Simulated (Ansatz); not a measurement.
CH3F (SMILES CF), charge 0, multiplicity 1, relaxed at each level with Ansatz (a quantum-chemistry and plane-wave program); harmonic frequencies from differences of analytic forces, average atomic masses, frozen cores.

```tsv
level	C1–F2 (Å)	C1–H3 (Å)	C1–H4 (Å)	C1–H5 (Å)	F2–C1–H3 (°)	F2–C1–H4 (°)	F2–C1–H5 (°)	dipole (D)
HF/def2-TZVPP	1.3605	1.0808	1.0808	1.0808	108.9	108.9	108.9	1.95
PBE/def2-TZVPP	1.3947	1.0994	1.0994	1.0994	109.0	109.0	109.0	1.74
r2SCAN/def2-TZVPP	1.3866	1.0914	1.0914	1.0914	108.9	108.9	108.9	1.78
B3LYP/def2-TZVPP	1.3889	1.0900	1.0900	1.0900	108.9	108.9	108.9	1.85
PBE0/def2-TZVPP	1.3760	1.0915	1.0915	1.0915	109.1	109.1	109.1	1.78
wB97X-V/def2-TZVPP	1.3852	1.0922	1.0922	1.0922	108.9	108.9	108.9	1.85
MP2/cc-pVTZ	1.3805	1.0868	1.0868	1.0868	109.2	109.2	109.2	1.81
CCSD(T)/cc-pVDZ	1.3856	1.1059	1.1059	1.1059	109.5	109.5	109.5	1.78
CCSD(T)/cc-pVTZ	1.3813	1.0902	1.0902	1.0902	109.1	109.1	109.1	1.79
```

Measured: bond lengths of mixed type (r0, rs, rg or re) CH 1.087, CF 1.383 Å [NIST CCCBDB].
